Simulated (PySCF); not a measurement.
This PySCF input asks for the NMR shieldings of `CC(C)[C@@H]1[SiH2]OC[C@H]1F`, C6H13FOSi; the geometry comes from GFN2-xTB.

```python
import basis_set_exchange as bse
import numpy as np
from pyscf import gto, dft
from pyscf.prop import nmr

atoms = """
C    -2.009388   -0.996824    0.644298
C    -1.084300    0.209131    0.504043
C    -1.822734    1.341268   -0.209253
C     0.192058   -0.193002   -0.239447
Si    1.251463   -1.576277    0.549248
O     2.691051   -0.892535    0.179754
C     2.604949    0.293478   -0.560514
C     1.224173    0.925632   -0.344475
F     0.967177    1.785397   -1.395227
H    -2.297217   -1.366567   -0.337250
H    -1.516477   -1.803021    1.182737
H    -2.912496   -0.719289    1.182991
H    -0.805506    0.551920    1.508122
H    -2.726446    1.603499    0.337123
H    -1.203742    2.230323   -0.289670
H    -2.104697    1.033121   -1.214130
H    -0.081605   -0.474339   -1.262042
H     1.153679   -1.651533    2.002772
H     1.108201   -2.858598   -0.131671
H     2.728633    0.073750   -1.627004
H     3.411952    0.959766   -0.245217
H     1.220860    1.544084    0.561609
"""
names = dict.fromkeys(["C", "Si", "O", "F", "H"], "pcSseg-1")
basis = {el: gto.basis.parse(bse.get_basis(n, elements=[el], fmt="nwchem")) for el, n in names.items()}
mol = gto.M(atom=atoms, basis=basis, charge=0, verbose=0)
mf = dft.RKS(mol, xc="PBE0")
mf.grids.level = 2
mf.grids.alignment = dft.numint.BLKSIZE   # the property module wants whole blocks of grid points
mf.conv_tol = 1e-9
mf.kernel()

calc = nmr.RKS(mf)   # GIAO
C = mf.mo_coeff
Co = C[:, mf.mo_occ > 0]
resp = mf.gen_response(singlet=True, hermi=2)
def vind(x):   # induced exchange potential for any number of trial vectors
    d = np.einsum("pi,xij,qj->xpq", C, 2 * x.reshape(-1, C.shape[1], Co.shape[1]), Co, optimize=True)
    return np.einsum("xpq,pi,qj->xij", resp(d - d.transpose(0, 2, 1)), C, Co, optimize=True).ravel()
mo1, _ = nmr.rhf.solve_mo1(calc, with_cphf=vind)
sigma = calc.kernel(mo1)
for i, s in enumerate(sigma):   # ppm
    w = np.linalg.eigvalsh((s + s.T) / 2)
    print("%2d %-2s iso %8.1f  s11 %8.1f  s22 %8.1f  s33 %8.1f" % (i, mol.atom_pure_symbol(i), w.mean(), *w))
```

Question: What does it print?

Answer: 
```
 0 C  iso    158.7  s11    137.9  s22    151.7  s33    186.7
 1 C  iso    151.0  s11    141.4  s22    151.5  s33    160.2
 2 C  iso    160.8  s11    146.8  s22    151.9  s33    183.5
 3 C  iso    142.5  s11    124.5  s22    135.6  s33    167.3
 4 Si iso    344.9  s11    285.3  s22    328.7  s33    420.7
 5 O  iso    317.4  s11    274.2  s22    292.2  s33    385.8
 6 C  iso    112.1  s11     74.4  s22    106.1  s33    155.8
 7 C  iso     86.8  s11     45.7  s22     82.5  s33    132.1
 8 F  iso    387.4  s11    349.4  s22    391.1  s33    421.6
 9 H  iso     30.9  s11     27.9  s22     28.9  s33     35.8
10 H  iso     31.1  s11     26.2  s22     30.2  s33     36.9
11 H  iso     30.5  s11     26.1  s22     27.8  s33     37.7
12 H  iso     30.1  s11     27.4  s22     28.3  s33     34.6
13 H  iso     30.7  s11     26.2  s22     28.0  s33     37.8
14 H  iso     29.9  s11     24.6  s22     29.8  s33     35.3
15 H  iso     31.0  s11     28.1  s22     28.9  s33     36.0
16 H  iso     30.3  s11     28.2  s22     30.3  s33     32.5
17 H  iso     26.7  s11     22.9  s22     25.7  s33     31.6
18 H  iso     26.5  s11     22.7  s22     24.9  s33     31.7
19 H  iso     27.7  s11     23.6  s22     27.1  s33     32.4
20 H  iso     27.1  s11     22.7  s22     26.5  s33     32.1
21 H  iso     26.7  s11     24.6  s22     26.3  s33     29.1
```

These numbers come from an equivalent density-fitted implementation of the same equations, which agrees with the script to about 0.01 ppm for H and up to a few tenths of a ppm for heavy atoms, so last digits may differ.

Question: Turn these shieldings into chemical shifts. Referencing at the same level of theory: TMS for $^{13}$C (σ = 186.93 ppm) and $^{29}$Si (σ = 349.16 ppm) and $^{1}$H (σ = 31.72 ppm); $^{17}$O (σ = 336.08 ppm) against H2O; $^{19}$F (σ = 170.95 ppm) vs CFCl3.

Answer: Averaging equivalent atoms: C 7: 100.2; C 6: 74.8; C 3: 44.5; C 1: 35.9; C 0: 28.2; C 2: 26.2; Si 4: 4.3; O 5: 18.7; F 8: -216.5; H 18: 5.24; H 21: 5.06; H 17: 5.00; H 20: 4.62; H 19: 4.02; H 12: 1.61; H 16: 1.39; H 13/14/15: 1.20; H 9/10/11: 0.89 ppm. Unscaled 19F shifts against computed CFCl3 carry errors that often reach 10 to 50 ppm. Experimental scales use liquid or dissolved standards, which lie at an offset from isolated H2O (liquid H2O: subtract about 36 ppm).

Size and cost of the density-fitted run: 225 basis functions, 49 s wall time on 1 thread of an Arm Neoverse V1, shared host; peak memory 1 GiB.
